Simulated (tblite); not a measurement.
C5H10F2N (doublet state).
Geometry (GFN2-xTB, Å), atoms numbered from 1 in this order:
```
atom  x, y, z in Å
C1    -1.5441   -0.4847    0.7164
C2    -0.3483   -0.0406   -0.1645
C3    -0.8580    0.9886   -1.1963
N4     0.2421   -1.1468   -0.8978
C5     0.6751    0.5942    0.7012
C6     2.0814    0.1784    0.6644
F7     2.3200   -0.9486    1.4405
F8     2.9013    1.1279    1.1776
H9    -1.2126   -1.2147    1.4517
H10   -2.3138   -0.9359    0.0932
H11   -1.9712    0.3670    1.2375
H12   -1.6632    0.5538   -1.7838
H13   -1.2260    1.8773   -0.6936
H14   -0.0458    1.2652   -1.8617
H15    0.5808   -1.8645   -0.2676
H16   -0.4383   -1.5641   -1.5215
H17    0.3829    1.3366    1.4212
H18    2.4289   -0.0828   -0.3486
```

Level: GFN2-xTB in tblite, geometry and Hessian alike; calculated harmonic values, unscaled, isolated species. The method is semi-empirical: single wavenumbers can be off by several per cent or more. One conformer, not necessarily the lowest. Open shells enter through the occupations alone, without spin polarisation, and single modes of such species can be off by tens of per cent.

Harmonic wavenumbers (cm⁻¹): 37.5, 58.3, 159.7, 188.3, 235.0, 270.5, 292.5, 321.6, 336.3, 360.6, 403.1, 449.9, 466.5, 547.9, 576.5, 819.9, 861.7, 901.7, 933.7, 948.8, 974.5, 998.6, 1034.0, 1052.8, 1119.1, 1123.8, 1180.7, 1233.9, 1245.0, 1274.7, 1349.6, 1379.9, 1398.7, 1474.6, 1480.4, 1489.9, 1495.2, 1558.4, 2863.4, 3021.8, 3028.5, 3034.2, 3048.9, 3058.1, 3059.0, 3140.4, 3409.9, 3437.9.

A = 3304, B = 1219, C = 1116 MHz; mass 122.078 u (most abundant isotopes); point group C1, symmetry number 1; spin multiplicity 2.

Q: What is the zero-point energy?

A: ½Σν̃ = 31568 cm⁻¹ = 90.26 kcal/mol.

Q: Entropy at 200 K, 1 bar (ideal gas, RRHO, classical rotation)?

A: Translation 38.36, rotation 27.47, vibration 18.22, spin (R ln 2) 1.38: S = 85.4 cal/(mol K).

Q: And Cp and H(200 K) − H(0)?

A: Cp = 28.65 cal/(mol K), of which vibrations give 20.70 (their classical limit is 48 R = 95.4); H(200 K) − H(0) = 3.59 kcal/mol without the zero-point energy, 2.00 from vibrations.

Q: What must be added to the electronic energy to get the Gibbs energy at 200 K and 1 bar?

A: ZPE + [H(200 K) − H(0)] − T·S = 90.26 + 3.59 − 17.09 = 76.76 kcal/mol.

Q: How do the functions run with temperature in this model?

A: 
```csv
T (K),S (cal/(mol K)),Cp (cal/(mol K)),H − H(0) (kcal/mol),G − H(0) (kcal/mol),ln q(vib)
50,59.5,12.3,0.50,-2.48,0.64
100,69.6,17.8,1.24,-5.72,1.72
298.15,98.6,38.0,6.86,-22.54,6.63
373.15,107.9,44.9,9.97,-30.29,8.53
500,122.5,54.9,16.32,-44.91,11.72
750,147.5,68.7,31.90,-78.76,17.74
1000,168.6,77.7,50.27,-118.35,23.30
```

q(vib) and H(0) count from the zero-point level.

Q: Which modes carry the vibrational entropy at 200 K?

A: 37.5 cm⁻¹: 4.60; 58.3 cm⁻¹: 3.73; 159.7 cm⁻¹: 1.82; 188.3 cm⁻¹: 1.53; 235.0 cm⁻¹: 1.16; 270.5 cm⁻¹: 0.95 cal/(mol K); the other 42 give 4.44 together.

Hindered rotation and anharmonicity are outside this model. Other conformers, if any are populated, would add a mixing term that is left out. The structure is chiral; the term R ln 2 for an equal mix with its mirror image is left out.

Hardware: one thread, Arm Neoverse V2 (aarch64), no GPU (shared host). Cost: 0.43 s. This covers the Hessian and the dipole derivatives.
